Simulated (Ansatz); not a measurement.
Total energies of ClH₃HfSe₃ (`[Cl][Hf]([SeH])([SeH])[SeH]`).

```xyz
8

Cl   -1.0133    2.4966   -1.0774
Hf   -0.0391    0.5999   -0.1559
Se    2.2914    1.1183    0.7429
Se    0.0687   -1.2663   -1.9056
Se   -1.3290   -0.2449    1.8787
H     2.6824   -0.2196    0.2633
H    -0.1205   -2.2016   -0.7817
H    -2.5405   -0.2823    1.0357
```

The species carries charge 0 and has multiplicity 1. Correlated methods include outer-core shells of Hf, Se, which these sets cover unevenly. Scalar relativity is left out up to krypton. Hf: def2 effective core potential. All single points use the PBE0-D4/def2-TZVP geometry. It is one conformer, not always the lowest. Basis def2-TZVPP, Ansatz.

RPA on PBE orbitals: Hartree–Fock energy of these orbitals -7708.41709 Eh, correlation -2.03440 Eh (frozen core).

```
             functional  energy without D4 (Eh)  D4 term (kJ/mol)
                    PBE             -7713.68186             -30.1
                 revPBE             -7714.29979             -58.1
                 B97M-V             -7713.51093                 –
                   PBE0             -7713.91769             -27.1
                r2SCANh             -7714.87027              -8.3
HSE06 (plane-wave form)             -7713.91805             -26.3
                  BHLYP             -7714.78625             -51.3
                ωB97X-V             -7714.17368                 –
                 B2PLYP             -7713.56553                 –
               PBE-QIDH             -7712.80883                 –
```

Give the same for LDA (SPW92), BLYP, r2SCAN, B3LYP, r2SCAN0, CAM-B3LYP, LC-ωPBE, ωB97M-V. (An estimate is asked.)

The calculation gave: 
```
 functional  energy without D4 (Eh)  D4 term (kJ/mol)
LDA (SPW92)             -7703.06108                 –
       BLYP             -7715.00887             -59.6
     r2SCAN             -7714.89967              -7.3
      B3LYP             -7715.07008             -49.3
    r2SCAN0             -7714.82850              -9.4
  CAM-B3LYP             -7715.26563             -29.4
    LC-ωPBE             -7713.82911                 –
    ωB97M-V             -7714.42065                 –
```

B3LYP takes the VWN-RPA correlation (the form of Gaussian; ORCA's B3LYP/G). HSE06 is the plane-wave form, built on full-range PBE exchange. The double hybrids freeze the cores in their second-order part.

LC-ωPBE has ω = 0.4 bohr⁻¹.
